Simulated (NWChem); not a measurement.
System: BiHBr₂; SMILES [Br][BiH][Br]

This build's default masses of Se (78.918 u) and Br (79.917 u) are each other's, which moves their modes by up to 0.6 %. def2 effective core potentials on Bi; no spin-orbit coupling.

Problem. Give the equilibrium geometry at PBE0/def2-SVP with def2 effective core potentials on Bi (NWChem) as a Z-matrix, with the point group.

Solution. point group Cs; any orientation.
```
Bi
H 1 1.8056
Br 1 2.6175 2 92.82
Br 1 2.6175 2 92.82 3 -101.40
```
